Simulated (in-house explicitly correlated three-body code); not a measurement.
Computed with an exponentially correlated three-body code. Model: two electrons around a point charge, non-relativistic, variational in 260 exponentially correlated functions (energies converged to about 1e-7 hartree, or 1e-8 relative for large Z).

For this charge the correlation energy is taken as exact minus Hartree-Fock, from which it differs by microhartrees, and the kinetic parts follow from it.

For two electrons in a singlet the Kohn-Sham orbital is the square root of half the density, so the exact Kohn-Sham potential and energy parts follow from the density alone, and exchange is minus half the Hartree energy. The Kohn-Sham level equals minus the binding energy of the second electron.

Command:
```bash
python run_hyl.py task.json out
```
Settings (lengths in bohr, energies in hartree):
```
Z                      8.4
interaction_strength   1
functions              260
states_tried           13
```

Run time, properties included: 56 s on 1 thread of Intel(R) Xeon(R) Platinum 8175M CPU @ 2.50GHz (Skylake/Cascade Lake) (shared host).

**Those bound S and P states to n = 4 that converged, binding against the one-electron ion.**

Given: nuclear charge 8.4.

Computed: one-electron threshold -35.28 hartree.

```json
{"term": "1 1S", "energy (hartree)": "-65.4666452", "binding (eV)": "821.42", "quantum defect": "0.047622"}
{"term": "2 3S", "energy (hartree)": "-42.5694412", "binding (eV)": "198.36", "quantum defect": "0.061929"}
{"term": "2 3P", "energy (hartree)": "-42.2790163", "binding (eV)": "190.45", "quantum defect": "0.022128"}
{"term": "2 1S", "energy (hartree)": "-42.2660825", "binding (eV)": "190.1", "quantum defect": "0.020298"}
{"term": "2 1P", "energy (hartree)": "-42.0709498", "binding (eV)": "184.79", "quantum defect": "-0.0079434"}
{"term": "3 3S", "energy (hartree)": "-38.4453512", "binding (eV)": "86.134", "quantum defect": "0.058927"}
{"term": "3 3P", "energy (hartree)": "-38.3662284", "binding (eV)": "83.981", "quantum defect": "0.021465"}
{"term": "3 1S", "energy (hartree)": "?", "binding (eV)": "?", "quantum defect": "?"}
{"term": "3 1P", "energy (hartree)": "?", "binding (eV)": "?", "quantum defect": "?"}
{"term": "4 3S", "energy (hartree)": "-37.0419776", "binding (eV)": "47.946", "quantum defect": "0.058001"}
{"term": "4 3P", "energy (hartree)": "-37.0095723", "binding (eV)": "47.064", "quantum defect": "0.021243"}
{"term": "4 1S", "energy (hartree)": "-37.0094933", "binding (eV)": "47.062", "quantum defect": "0.021153"}
{"term": "4 1P", "energy (hartree)": "-36.9858107", "binding (eV)": "46.417", "quantum defect": "-0.0063723"}
```

Problem. What belongs in the row 3 1S?

Solution. energy (hartree): -38.3651295; binding (eV): 83.951; quantum defect: 0.020935.

Problem. What belongs in the row 3 1P?

Solution. energy (hartree): -38.3085171; binding (eV): 82.41; quantum defect: -0.0067804.

**Converged states only, values per electron or pair.**

| term | mean r (bohr) | mean r squared (bohr²) | mean inverse r (1/bohr) | mean r12 (bohr) | mean inverse r12 (1/bohr) | mean cosine | mean p1 dot p2 (bohr⁻²) | delta r1 (bohr⁻³) | delta r12 (bohr⁻³) |
| --- | --- | --- | --- | --- | --- | --- | --- | --- | --- |
| 1 1S | 0.18696 | 0.046887 | 8.0876 | 0.27577 | 4.9377 | -0.015802 | 1.0042 | 174.14 | 18.601 |
| 2 3S | ? | ? | ? | ? | ? | ? | ? | ? | - |
| 2 3P | 0.41848 | 0.28169 | 5.137 | 0.69981 | 1.7436 | -0.07163 | -4.3319 | 93.532 | - |
| 2 1S | 0.48667 | 0.38967 | 5.1342 | 0.81575 | 1.7216 | -0.0080319 | 0.087677 | 103.22 | 3.188 |
| 2 1P | ? | ? | ? | ? | ? | ? | ? | ? | ? |
| 3 3S | 0.96718 | 1.7712 | 4.6198 | 1.7682 | 0.72175 | -0.001755 | 0.02219 | 97.063 | - |
| 3 3P | 0.92113 | 1.6159 | 4.6145 | 1.6788 | 0.79099 | -0.017376 | -1.0134 | 94.132 | - |
| 3 1S | 0.98864 | 1.8592 | 4.614 | 1.8091 | 0.78543 | -0.0025712 | 0.027549 | 96.932 | 0.92934 |
| 3 1P | 0.9376 | 1.6797 | 4.61 | 1.7059 | 0.83087 | 0.01184 | 1.0465 | 94.356 | 0.27201 |
| 4 3S | 1.6651 | 5.6075 | 4.4348 | 3.1585 | 0.42142 | -0.00076156 | 0.0092885 | 95.467 | - |
| 4 3P | 1.6264 | 5.3812 | 4.4327 | 3.082 | 0.44942 | -0.0068633 | -0.39508 | 94.252 | - |
| 4 1S | 1.6937 | 5.8138 | 4.4325 | 3.2148 | 0.44713 | -0.0011086 | 0.011842 | 95.422 | 0.38868 |
| 4 1P | 1.6482 | 5.5345 | 4.4308 | 3.1234 | 0.46612 | 0.0046587 | 0.41809 | 94.338 | 0.11792 |

Problem. What belongs in the row 2 3S?

Solution. mean r (bohr): 0.47197; mean r squared (bohr²): 0.36245; mean inverse r (1/bohr): 5.156; mean r12 (bohr): 0.795; mean inverse r12 (1/bohr): 1.4818; mean cosine: -0.0052814; mean p1 dot p2 (bohr⁻²): 0.075656; delta r1 (bohr⁻³): 103.83.

Problem. What belongs in the row 2 1P?

Solution. mean r (bohr): 0.43006; mean r squared (bohr²): 0.29988; mean inverse r (1/bohr): 5.1203; mean r12 (bohr): 0.69697; mean inverse r12 (1/bohr): 1.8784; mean cosine: 0.048756; mean p1 dot p2 (bohr⁻²): 4.1414; delta r1 (bohr⁻³): 94.511; delta r12 (bohr⁻³): 0.83753.

**Electric-dipole lines between converged S and P states, rate of the upper state's decay.**

```tsv
s state	p state	p minus s (eV)	oscillator strength from s	rate (1/s)
1 1S	2 1P	636.63	0.70118	4.1105e+12
1 1S	3 1P	739.01	0.14689	1.1603e+12
1 1S	4 1P	775	0.05537	4.8103e+11
2 1S	2 1P	5.3098	0.064379	2.6254e+07
2 1S	3 1P	107.69	0.37655	6.3163e+10
2 1S	4 1P	143.68	0.094092	2.8097e+10
3 1S	2 1P	?	?	?
3 1S	3 1P	1.5405	0.112	3.8445e+06
3 1S	4 1P	37.533	0.41032	8.3607e+09
4 1S	2 1P	-137.73	-0.012152	1.0002e+10
4 1S	3 1P	-35.348	-0.1268	6.8749e+09
4 1S	4 1P	0.64444	0.156	937070
2 3S	2 3P	7.9029	0.089853	8.1169e+07
2 3S	3 3P	114.38	0.35171	6.6549e+10
2 3S	4 3P	151.29	0.089796	2.9729e+10
3 3S	2 3P	-104.32	-0.058453	2.7602e+10
3 3S	3 3P	2.153	0.1504	1.0084e+07
3 3S	4 3P	?	?	?
4 3S	2 3P	-142.51	-0.012352	1.0885e+10
4 3S	3 3P	-36.035	-0.13466	7.5872e+09
4 3S	4 3P	0.88179	0.20722	2.3305e+06
```

Problem. What belongs in the row 3 1S 2 1P?

Solution. p minus s (eV): -100.84; oscillator strength from s: -0.056059; rate (1/s): 2.4736e+10.

Problem. What belongs in the row 3 3S 4 3P?

Solution. p minus s (eV): 39.07; oscillator strength from s: 0.38331; rate (1/s): 8.4628e+09.

**Exact Kohn-Sham parts of the ground state from its density.**

Computed: total energy -65.4666452 hartree; Kohn-Sham kinetic 65.422 hartree; exchange energy -5.0274 hartree; potential part of the DFT correlation energy -0.089669 hartree; exact minus restricted Hartree-Fock -0.04551 hartree; Kohn-Sham level -821.42 eV; restricted Hartree-Fock level -821.7 eV; dipole polarisability 0.0021618 bohr³; C6 of two such species 9.5732e-05 hartree·bohr⁶.

Problem. What is the Hartree energy?

Solution. 10.055 hartree.

Problem. What is the kinetic part of the DFT correlation energy?

Solution. 0.044159 hartree.
